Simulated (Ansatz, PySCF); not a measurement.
H6Te. Atoms are numbered in the order given.

```xyz
7

Te     0.0000     0.0000     0.0000
H      0.0000     1.7386     0.0000
H      0.0000    -1.7386     0.0000
H     -1.7386     0.0000     0.0000
H      1.7386     0.0000     0.0000
H      0.0000     0.0000     1.7386
H      0.0000     0.0000    -1.7386
```
Charge 0, spin multiplicity 1.

Geometry: B3LYP-D3(BJ)/def2-TZVP. The def2 effective core potentials stand for the cores of Te; spin–orbit coupling is left out.

Vertical ionisation energy (IE) and electron affinity (EA) in eV. Rows of orbital energies are one-electron estimates. Where ΔSCF, EOM or ADC give a negative EA the extra electron is unbound and the value depends on the basis.

| level | IE | EA |
|---|---|---|
| −ε(HOMO), −ε(LUMO), PBE0/def2-TZVPD (PySCF) | 7.18 | 1.89 |
| −ε(HOMO), −ε(LUMO), PBE/def2-TZVPD (PySCF) | 6.12 | 2.69 |
| ΔSCF, PBE0/def2-TZVPD (Ansatz), final states of multiplicity 2 and 2 | … | … |
| ΔSCF, PBE/def2-TZVPD (Ansatz), final states of multiplicity 2 and 2 | 9.14 | 0.47 |

Task: What belongs in the gaps? (An estimate is asked for; the answer gives what the named calculation found.)

Result: 
- ΔSCF, PBE0/def2-TZVPD (Ansatz, a quantum-chemistry and plane-wave program), final states of multiplicity 2 and 2, IE: 9.27
- ΔSCF, PBE0/def2-TZVPD (Ansatz), final states of multiplicity 2 and 2, EA: 0.35

Task: What vertical singlet–triplet gap does ΔSCF give with PBE0/def2-TZVPD (Ansatz) and with PBE/def2-TZVPD (Ansatz)? (An estimate is asked for; the answer gives what the named calculation found.)

Result: 3.44 and 3.16 eV (triplet above singlet where positive).
